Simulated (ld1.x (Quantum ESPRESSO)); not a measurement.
## How hard is this H RRKJ potential?

* Element: H
* Generator: ld1.x (Quantum ESPRESSO) 7.5
* Type: norm-conserving RRKJ (Kleinman–Bylander form)
* Functional: PBE
* Relativity: non-relativistic
* Frozen core: none
* Valence charge: 1
* Reference configuration: 1s1
* Partial waves: 2p channel at 0.2 Ry: rc 0.65 bohr; 1s (bound): rc 0.70 bohr
* Local potential: the s channel
* Core correction: none

The pseudo-atom Hamiltonian at the reference potential is diagonalised in spherical Bessel functions j_l(qr) that vanish at 20 bohr, with q² up to the cutoff. All-electron valence levels (Ry): 1s -0.4772.

Problem. How do the lowest levels (Ry) of each channel move with the cutoff, and are there ghosts?

Solution.

```json
{"cutoff (Ry)": "8", "p #1": "0.0294", "s #1": "-0.4139", "d #1": "0.0773", "d #2": "0.1847", "f #1": "0.1194", "Σ f·Δε (mRy)": "63.3"}
{"cutoff (Ry)": "12", "p #1": "0.0294", "s #1": "-0.4367", "d #1": "0.0773", "d #2": "0.1847", "f #1": "0.1194", "Σ f·Δε (mRy)": "40.5"}
{"cutoff (Ry)": "15", "p #1": "0.0294", "s #1": "-0.4446", "d #1": "0.0773", "d #2": "0.1847", "f #1": "0.1194", "Σ f·Δε (mRy)": "32.6"}
{"cutoff (Ry)": "21", "p #1": "0.0294", "s #1": "-0.4582", "d #1": "0.0773", "d #2": "0.1847", "f #1": "0.1194", "Σ f·Δε (mRy)": "19.0"}
{"cutoff (Ry)": "30", "p #1": "0.0294", "s #1": "-0.4661", "d #1": "0.0773", "d #2": "0.1847", "f #1": "0.1194", "Σ f·Δε (mRy)": "11.1"}
{"cutoff (Ry)": "40", "p #1": "0.0294", "s #1": "-0.4716", "d #1": "0.0773", "d #2": "0.1847", "f #1": "0.1194", "Σ f·Δε (mRy)": "5.6"}
{"cutoff (Ry)": "45", "p #1": "0.0294", "s #1": "-0.4728", "d #1": "0.0773", "d #2": "0.1847", "f #1": "0.1194", "Σ f·Δε (mRy)": "4.5"}
{"cutoff (Ry)": "55", "p #1": "0.0294", "s #1": "-0.4748", "d #1": "0.0773", "d #2": "0.1847", "f #1": "0.1194", "Σ f·Δε (mRy)": "2.4"}
{"cutoff (Ry)": "70", "p #1": "0.0294", "s #1": "-0.4762", "d #1": "0.0773", "d #2": "0.1847", "f #1": "0.1194", "Σ f·Δε (mRy)": "1.0"}
{"cutoff (Ry)": "80", "p #1": "0.0294", "s #1": "-0.4766", "d #1": "0.0773", "d #2": "0.1847", "f #1": "0.1194", "Σ f·Δε (mRy)": "0.6"}
{"cutoff (Ry)": "100", "p #1": "0.0294", "s #1": "-0.4770", "d #1": "0.0773", "d #2": "0.1847", "f #1": "0.1194", "Σ f·Δε (mRy)": "0.2"}
{"cutoff (Ry)": "400", "p #1": "0.0294", "s #1": "-0.4772", "d #1": "0.0773", "d #2": "0.1847", "f #1": "0.1194", "Σ f·Δε (mRy)": "0.0"}
```

Result: no extra level below or beside the all-electron valence levels (p, s, d, f tested); 10 mRy is reached at 35 Ry and 1 mRy at 80 Ry.
